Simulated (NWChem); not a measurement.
Molecule: C4H4ClF; SMILES F/C=C\C=C/Cl

```xyz
10

F     -0.2899    -2.9934     0.0000
C      0.7393    -2.1300     0.0000
C      0.5600    -0.7905     0.0000
C     -0.7324    -0.1410     0.0000
C     -0.9543     1.1960     0.0000
Cl     0.3078     2.3897     0.0000
H      1.7188    -2.6348     0.0000
H      1.4642    -0.1631     0.0000
H     -1.6273    -0.7838     0.0000
H     -1.9640     1.6306     0.0000
```
Atoms are numbered in this order, from 1.

Level: PBE-D3(BJ)/def2-SVP (NWChem), optimised geometry, unscaled harmonic frequencies. 

```json
[
 {"frequency (cm⁻¹)": "77", "IR intensity (km/mol)": "1.0"},
 {"frequency (cm⁻¹)": "140", "IR intensity (km/mol)": "3.4"},
 {"frequency (cm⁻¹)": "199", "IR intensity (km/mol)": "0.7"},
 {"frequency (cm⁻¹)": "313", "IR intensity (km/mol)": "10.6"},
 {"frequency (cm⁻¹)": "533", "IR intensity (km/mol)": "6.2"},
 {"frequency (cm⁻¹)": "547", "IR intensity (km/mol)": "2.1"},
 {"frequency (cm⁻¹)": "718", "IR intensity (km/mol)": "49.0"},
 {"frequency (cm⁻¹)": "729", "IR intensity (km/mol)": "1.1"},
 {"frequency (cm⁻¹)": "751", "IR intensity (km/mol)": "55.8"},
 {"frequency (cm⁻¹)": "776", "IR intensity (km/mol)": "8.7"},
 {"frequency (cm⁻¹)": "892", "IR intensity (km/mol)": "0.1"},
 {"frequency (cm⁻¹)": "925", "IR intensity (km/mol)": "1.2"},
 {"frequency (cm⁻¹)": "998", "IR intensity (km/mol)": "104.2"},
 {"frequency (cm⁻¹)": "1103", "IR intensity (km/mol)": "8.1"},
 {"frequency (cm⁻¹)": "1182", "IR intensity (km/mol)": "38.8"},
 {"frequency (cm⁻¹)": "1225", "IR intensity (km/mol)": "58.1"},
 {"frequency (cm⁻¹)": "1278", "IR intensity (km/mol)": "12.1"},
 {"frequency (cm⁻¹)": "1380", "IR intensity (km/mol)": "0.9"},
 {"frequency (cm⁻¹)": "1606", "IR intensity (km/mol)": "85.7"},
 {"frequency (cm⁻¹)": "1678", "IR intensity (km/mol)": "46.8"},
 {"frequency (cm⁻¹)": "3113", "IR intensity (km/mol)": "2.5"},
 {"frequency (cm⁻¹)": "3126", "IR intensity (km/mol)": "3.8"},
 {"frequency (cm⁻¹)": "3143", "IR intensity (km/mol)": "6.0"},
 {"frequency (cm⁻¹)": "3154", "IR intensity (km/mol)": "4.6"}
]
```

- zero-point energy: 42.3 kcal/mol
- thermal correction to the enthalpy at 298.15 K (with zero-point energy): 46.8 kcal/mol
- heat capacity Cv: 21.0 cal/(mol K)
- entropy at 298.15 K and 1 atm (symmetry number 1): 80.5 cal/(mol K)
- dipole moment: 0.43 D

Rigid rotor and harmonic oscillator; modes under 100 cm⁻¹ make the entropy uncertain.
